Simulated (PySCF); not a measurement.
Vertical excitations of a molecule C5H9N from PySCF with TDA-LC-ωPBE/def2-SVPD, as energy in eV (oscillator strength): 6.89 (0.034), 7.09 (0.343), 7.57 (0.029), 7.85 (0.001), 8.01 (0.328), 8.13 (0.029), 8.32 (0.021), 8.53 (0.038), 8.62 (0.013), 8.77 (0.010). Lowest triplet (TDA): 4.14 eV. Geometry optimised at PBE0-D3(BJ)/def2-SVP. One conformer was computed; it need not be the lowest.

Task: Which structure fits?
A) C=C(C)/N=C/C
B) C[C@H]1C=CCN1
C) C=CC1(N)CC1
D) C=CC1CNC1

Result: C, C=CC1(N)CC1
